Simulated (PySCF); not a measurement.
Relaxation of triplet HCoS

These are results of UPBE0/[Co def2-TZVP, S def2-TZVP, H def2-TZVP], no relativity, density fitting, PySCF, not measurements. A (50,194) grid was used.

A start at the PBE0 minimum, of Cs symmetry, held to at least that symmetry:

Coordinates in bohr (charge 0 multiplicity 3):
```
Co    0.6765    0.0000   -1.3294
S    -1.2888    0.0000    2.3765
H     1.3260    0.0000    2.3469
```

Task: What forces act on the atoms at the start (eV/Å)?

Result: 
```
atom     Fx    Fy     Fz
 Co1  -0.72  0.00   0.47
  S2   0.90  0.00  -1.14
  H3  -0.18  0.00   0.66
```

Task: What does it relax to?

Result: It ends at Cs with Co–S 2.122 Å, S–H 1.349 Å; Co–S–H 94.5°. A frequency run shows a minimum.

Task: How much energy is released, and in how many steps?

Result: 33.5 kJ/mol in 7 steps.

Other spin states or occupations of the open shell can lie lower.

The relaxation took 55 s on 2 threads of a shared Arm Neoverse N1 host, with 88 basis functions and 8 gradients; the process peaked at 0.51 GiB. Launch command: `OMP_NUM_THREADS=2 python axn.py task.json out`.
